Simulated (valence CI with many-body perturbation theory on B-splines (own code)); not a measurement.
## E1 transitions of Er LXIII

Computed by configuration interaction combined with many-body perturbation theory (CI+MBPT): four valence electrons over a frozen Dirac-Fock core [He], radial functions for each j: 11 s, 11 p, 9 d, 7 f, 5 g, 2 h, 1 i, with the one-electron correlation potential Σ1, the two-electron term Σ2, the three-electron term Σ3, Breit, model QED; selected CI, second order for the rest (own B-spline code, finite nucleus).

The last digits are not significant, and no measured levels were compared; by estimate large intervals hold to a few tenths of a per cent, small ones and those within an open d or f shell to about a per cent. Among the levels kept, up to 270 cm⁻¹ of a level comes from second order outside the variational space, and about a tenth of that is noise between levels of different J, which matters for small intervals.

Lines 51 to 100 of 247 in falling wavelength, among levels below 10297 eV, chosen from the strongest by gf and those to the six lowest levels. Wavelengths and rates use the calculated energies. Electric multipoles are in the length gauge, E1 and E2 with the static RPA response of the core. Weak lines are less certain than strong ones. Lines between different terms over intervals too small for the method are left out, as are lines whose strength nearly cancels. The highest levels of a list are the least certain.

Levels are named by their leading jj configuration (3d3/2^4 stands for four electrons in 3d with j = 3/2), which in mixed levels can hold well under half, so a name can repeat and another be missing. Letters in brackets count levels of one name in rising energy.

| λ vac (Å) | Upper | Lower | A (s⁻¹) | S (a.u.) with core polarisation | S without |
| --- | --- | --- | --- | --- | --- |
| 32.38 | (2s^2 2p1/2 3p3/2) J=1 | (2s^2 2p1/2 3s) J=0 | 4.81e+11 | 2.42e-02 | 2.42e-02 |
| 32.25 | (2s 2p1/2^2 3p3/2) J=2 | (2s 2p1/2^2 3s) J=1 | 6.33e+11 | 5.24e-02 | 5.24e-02 |
| 32.09 | (2s 2p1/2 2p3/2 3p3/2) J=2 [b] | (2s 2p1/2 2p3/2 3s) J=3 | 2.05e+11 | 1.67e-02 | 1.67e-02 |
| 32.09 | (2s 2p1/2 2p3/2 3p3/2) J=2 [d] | (2s 2p1/2 2p3/2 3s) J=1 [b] | 3.88e+11 | 3.16e-02 | 3.17e-02 |
| 31.98 | (2s^2 2p3/2 3p3/2) J=2 | (2s^2 2p3/2 3s) J=1 | 3.97e+11 | 3.20e-02 | 3.20e-02 |
| 31.89 | (2s 2p1/2 2p3/2 3p3/2) J=1 [c] | (2s 2p1/2 2p3/2 3s) J=0 | 3.63e+11 | 1.74e-02 | 1.74e-02 |
| 31.53 | (2s 2p1/2 2p3/2 3p3/2) J=1 [d] | (2s 2p1/2 2p3/2 3s) J=1 [b] | 4.27e+11 | 1.98e-02 | 1.98e-02 |
| 31.47 | (2s 2p1/2 2p3/2 3p3/2) J=2 [a] | (2s 2p1/2 2p3/2 3s) J=2 [a] | 3.14e+11 | 2.42e-02 | 2.42e-02 |
| 31.42 | (2s 2p1/2 2p3/2 3p3/2) J=3 [b] | (2s 2p1/2 2p3/2 3s) J=3 | 4.11e+11 | 4.41e-02 | 4.41e-02 |
| 31.33 | (2s^2 2p3/2 3p3/2) J=2 | (2s^2 2p3/2 3s) J=2 | 3.86e+11 | 2.93e-02 | 2.93e-02 |
| 10.39 | (2s 2p1/2 2p3/2^2) J=2 [a] | (2s^2 2p1/2 2p3/2) J=1 | 1.26e+12 | 3.49e-03 | 3.49e-03 |
| 10.18 | (2s 2p1/2 2p3/2^2) J=3 | (2s^2 2p1/2 2p3/2) J=2 | 1.21e+12 | 4.40e-03 | 4.41e-03 |
| 9.930 | (2s 2p3/2^3) J=2 | (2s^2 2p3/2^2) J=2 | 4.22e+12 | 1.02e-02 | 1.02e-02 |
| 9.870 | (2p1/2^2 2p3/2^2) J=2 | (2s 2p1/2^2 2p3/2) J=1 | 3.73e+12 | 8.85e-03 | 8.87e-03 |
| 9.858 | (2p1/2 2p3/2^3) J=1 | (2s 2p1/2 2p3/2^2) J=1 [a] | 5.51e+12 | 7.81e-03 | 7.82e-03 |
| 9.841 | (2s 2p1/2 2p3/2 3p3/2) J=2 [c] | (2s^2 2p1/2 3p3/2) J=1 | 4.68e+12 | 1.10e-02 | 1.10e-02 |
| 9.816 | (2s 2p1/2 2p3/2 3p3/2) J=3 [c] | (2s^2 2p1/2 3p3/2) J=2 | 4.84e+12 | 1.58e-02 | 1.58e-02 |
| 9.793 | (2p1/2 2p3/2^3) J=2 | (2s 2p1/2 2p3/2^2) J=2 [b] | 7.53e+12 | 1.75e-02 | 1.75e-02 |
| 9.784 | (2p3/2^4) J=0 | (2s 2p3/2^3) J=1 | 1.70e+13 | 7.86e-03 | 7.87e-03 |
| 9.774 | (2s 2p1/2 2p3/2 3d3/2) J=2 [c] | (2s^2 2p1/2 3d3/2) J=2 | 3.32e+12 | 7.64e-03 | 7.65e-03 |
| 9.769 | (2s 2p1/2 2p3/2 3d3/2) J=2 [d] | (2s^2 2p1/2 3d3/2) J=1 | 4.50e+12 | 1.03e-02 | 1.04e-02 |
| 9.767 | (2s 2p1/2 2p3/2 3s) J=1 [b] | (2s^2 2p1/2 3s) J=1 | 4.93e+12 | 6.80e-03 | 6.81e-03 |
| 9.764 | (2s 2p1/2 2p3/2 3d3/2) J=1 [e] | (2s^2 2p1/2 3d3/2) J=1 | 3.28e+12 | 4.52e-03 | 4.53e-03 |
| 9.764 | (2s 2p1/2 2p3/2 3p1/2) J=1 [b] | (2s^2 2p1/2 3p1/2) J=1 | 5.76e+12 | 7.94e-03 | 7.95e-03 |
| 9.756 | (2s 2p1/2 2p3/2 3d3/2) J=3 [c] | (2s^2 2p1/2 3d3/2) J=2 | 4.34e+12 | 1.39e-02 | 1.39e-02 |
| 9.744 | (2s 2p1/2 2p3/2 3p1/2) J=2 [c] | (2s^2 2p1/2 3p1/2) J=1 | 5.06e+12 | 1.15e-02 | 1.16e-02 |
| 9.740 | (2s 2p1/2 2p3/2 3p1/2) J=1 [c] | (2s^2 2p1/2 3p1/2) J=0 | 5.41e+12 | 7.40e-03 | 7.41e-03 |
| 9.711 | (2p1/2^2 2p3/2 3p1/2) J=2 | (2s 2p1/2^2 3p1/2) J=1 | 2.11e+12 | 4.77e-03 | 4.77e-03 |
| 9.704 | (2s 2p1/2 2p3/2 3p3/2) J=1 [c] | (2s^2 2p1/2 3p3/2) J=1 | 3.48e+12 | 4.71e-03 | 4.72e-03 |
| 9.703 | (2s 2p1/2 2p3/2 3s) J=2 [c] | (2s^2 2p1/2 3s) J=1 | 4.86e+12 | 1.10e-02 | 1.10e-02 |
| 9.701 | (2s 2p1/2 2p3/2 3p3/2) J=2 [d] | (2s^2 2p1/2 3p3/2) J=2 | 4.57e+12 | 1.03e-02 | 1.03e-02 |
| 9.699 | (2s 2p1/2 2p3/2 3s) J=1 [c] | (2s^2 2p1/2 3s) J=0 | 4.70e+12 | 6.35e-03 | 6.36e-03 |
| 9.665 | (2p1/2^2 2p3/2 3s) J=2 | (2s 2p1/2^2 3s) J=1 | 3.38e+12 | 7.54e-03 | 7.55e-03 |
| 9.651 | (2s 2p1/2 2p3/2 3d3/2) J=1 [d] | (2s^2 2p1/2 3d3/2) J=2 | 3.42e+12 | 4.55e-03 | 4.56e-03 |
| 9.649 | (2s 2p1/2 2p3/2 3p3/2) J=1 [d] | (2s^2 2p1/2 3p3/2) J=2 | 3.35e+12 | 4.46e-03 | 4.47e-03 |
| 9.615 | (2s 2p1/2 2p3/2^2) J=0 | (2s^2 2p1/2 2p3/2) J=1 | 4.50e+12 | 1.97e-03 | 1.98e-03 |
| 9.596 | (2s 2p1/2 2p3/2^2) J=1 [a] | (2s^2 2p1/2 2p3/2) J=2 | 6.38e+11 | 8.35e-04 | 8.36e-04 |
| 9.553 | (2s 2p1/2^2 2p3/2) J=1 | (2s^2 2p1/2^2) J=0 | 5.63e+12 | 7.27e-03 | 7.28e-03 |
| 9.524 | (2s 2p1/2 2p3/2^2) J=2 [b] | (2s^2 2p1/2 2p3/2) J=2 | 7.99e+12 | 1.70e-02 | 1.71e-02 |
| 9.496 | (2s 2p1/2 2p3/2^2) J=1 [b] | (2s^2 2p1/2 2p3/2) J=2 | 5.21e+12 | 6.61e-03 | 6.62e-03 |
| 9.465 | (2s 2p1/2 2p3/2^2) J=1 [a] | (2s^2 2p1/2 2p3/2) J=1 | 8.09e+12 | 1.02e-02 | 1.02e-02 |
| 9.428 | (2p1/2^2 2p3/2^2) J=0 | (2s 2p1/2^2 2p3/2) J=1 | 9.13e+12 | 3.78e-03 | 3.78e-03 |
| 9.395 | (2s 2p1/2 2p3/2^2) J=2 [b] | (2s^2 2p1/2 2p3/2) J=1 | 5.81e+11 | 1.19e-03 | 1.19e-03 |
| 9.353 | (2s 2p3/2^3) J=1 | (2s^2 2p3/2^2) J=2 | 8.09e+12 | 9.80e-03 | 9.82e-03 |
| 9.284 | (2p1/2^2 2p3/2^2) J=2 | (2s 2p1/2^2 2p3/2) J=2 | 4.28e+12 | 8.45e-03 | 8.47e-03 |
| 9.181 | (2p1/2 2p3/2^3) J=2 | (2s 2p1/2 2p3/2^2) J=3 | 2.31e+12 | 4.40e-03 | 4.41e-03 |
| 1.658 | (2s 2p1/2^2 3s) J=1 | (2s 2p1/2^2 2p3/2) J=1 | 2.13e+13 | 1.44e-04 | 1.43e-04 |
| 1.652 | (2p1/2^2 2p3/2 3s) J=2 | (2p1/2^2 2p3/2^2) J=2 | 6.70e+13 | 7.46e-04 | 7.44e-04 |
| 1.650 | (2s 2p1/2^2 3s) J=0 | (2s 2p1/2^2 2p3/2) J=1 | 1.38e+14 | 3.06e-04 | 3.06e-04 |
| 1.643 | (2s 2p1/2 2p3/2 3s) J=3 | (2s 2p1/2 2p3/2^2) J=3 | 6.74e+13 | 1.03e-03 | 1.03e-03 |
